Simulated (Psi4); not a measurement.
tert-butylthiol (C₄H₁₀S), singlet, at a GFN2-xTB geometry, with bond 7-1 at 1.6 times its length. Base run: B3LYP/cc-pVDZ (Psi4).

Here is a job for Psi4.
```
memory 2 GB

molecule {
0 1
  C    -0.28728591    1.20823473   -1.11264235
  C    -0.25309893   -0.04926139   -0.25443164
  C     0.15383757   -1.26781817   -1.07205804
  C    -1.59391997   -0.27688702    0.43190663
  S     0.98570354    0.19379041    1.10925437
  H    -1.05113059    1.11037707   -1.88238910
  H    -0.65796097    2.60128198   -0.13752792
  H     0.67220764    1.37358002   -1.59965358
  H     0.23356972   -2.14509353   -0.43396168
  H    -0.59245319   -1.46420702   -1.84018979
  H     1.11415571   -1.10710133   -1.55899341
  H    -1.54863534   -1.15449171    1.07316198
  H    -1.85805211    0.58228339    1.04469498
  H    -2.37350079   -0.42797162   -0.31227422
  H     2.03434358    0.36748006    0.30808310
}

set basis cc-pvdz

energy('b3lyp')
print_variables()
```

Variants of this job, named by their change:

```csv
change,ΔE vs base (mEh),SCF cycles,grid points,basis functions,outcome
base,0.000,9,316824,124,converged
scf_type = cd,-,-,-,124,input refused
scf_type = pk,0.153,9,316824,124,converged
dft_spherical_points = 974,0.005,9,1019595,124,converged
scf_type = dfdirj+link,-0.074,9,316824,124,converged
scf_type = direct,0.153,11,316824,124,converged
d_convergence = 1e-10,0.000,16,316824,124,converged
e_convergence = 1e-4,0.000,9,316824,124,converged
d_convergence = 1e-8,0.000,12,316824,124,converged
dft_radial_points = 99,0.001,9,416162,124,converged
guess = sap,0.000,13,316824,124,converged
df_basis_scf = cc-pvqz-jkfit,0.127,9,316824,124,converged
```

- scf_type = cd: ended with `Fatal Error: Not enough memory for CD.`
